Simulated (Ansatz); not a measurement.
A structure relaxed at PBE-D4/def2-SVP in Ansatz, charge -3, quartet:

Cartesian coordinates in Å:
```
Er -0.0009 -0.0006 0.0004
Cl -0.4610 0.9409 -2.4855
Cl 0.4579 -0.9406 2.4865
Cl 1.8976 -1.6673 -0.9448
Cl -1.8954 1.6708 0.9449
Cl -1.8347 -1.9462 -0.3554
Cl 1.8366 1.9431 0.3537
```

Give its formula, name or SMILES.

[ErCl6]3- (ErCl₆³⁻).

Summarise the bond lengths by kind (pairs closer than 1.2 times the sum of covalent radii, bridged metal pairs left out).

6 × Cl–Er 2.70 Å. The metal has 6 neighbours: Cl 2.70 Å, Cl 2.70 Å, Cl 2.70 Å, Cl 2.70 Å, Cl 2.70 Å, Cl 2.70 Å.

In the def2 sets Er takes a core potential; there is no spin–orbit coupling. With an open 4f shell the SCF may have ended on a state above the lowest. A multiply charged anion in the gas phase is held together partly by the finite basis. The highest occupied level of the charge -3 quartet lies above zero (up to 5.57 eV). It is a level of β spin, whose loss leaves a quintet; that state wasn't run at this geometry and level. The electron is either unbound and held by the finite basis, or the level is raised by self-interaction error. The relaxation made no stability test and no search for a lower SCF solution. No other spin state of charge -3 was run.
